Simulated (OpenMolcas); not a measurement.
## Fe3+, Ru3+, Os3+: d⁵ down the group

* Program: OpenMolcas 26.06
* Method: CASSCF
* Basis: ANO-RCC-VQZP
* Scalar Hamiltonian: DKH2, point nucleus
* Spin-orbit coupling: state interaction with AMFI integrals over the reference wave functions, term energies averaged over their components

Active space for each ion: 5 electrons in 5 orbitals (d).

Computed levels in cm-1 above ⁶S_5/2:

```tsv
Level	Fe3+	Ru3+	Os3+
⁴G_7/2	37656	27708	25147
⁴G_11/2	37662	27762	25845
⁴G_9/2	37670	27825	26607
⁴P_1/2	43454	32105	29324
⁴D_7/2	46753	34046	32135
⁴D_1/2	46829	34688	35761
²I_11/2	53580	39505	36522
²I_13/2	53637	39949	39377
⁴F_5/2	63157	46258	45613
weight of ⁶S in the lowest level (%)	100	99	92
```

Mixed levels, with the weight of the term that names them: Os3+ ⁴P_1/2 (67 %), Os3+ ⁴D_1/2 (71 %), Os3+ ⁴F_5/2 (50 %).

Measured, with the error of the calculation in %. Measured levels: Fe3+ from Corliss and Sugar, J. Phys. Chem. Ref. Data 11, 135 (1982).

```tsv
Level	Fe3+
⁴G_11/2	32246 (+16.8)
⁴P_1/2	35407 (+22.7)
⁴D_7/2	38779 (+20.6)
⁴D_1/2	38897 (+20.4)
```

Without spin-orbit coupling ⁴G lies 37660, 27745, 25725 cm-1 above ⁶S in that order; the difference to the level ⁴G_7/2, of either sign, comes from spin-orbit coupling, which also lowers the zero.

Without dynamic correlation excited terms often stand tens of per cent too high (terms of higher spin than the ground term too low), and those without a measured partner can miss by more than the paired ones. Measured partners are found by configuration, term and J. A level has none where our copy of the source lacks it or the pairing is in doubt (some pairs that miss far off the trend of their configuration count as doubtful), and it then counts in no deviation. Only configurations of the active space appear.
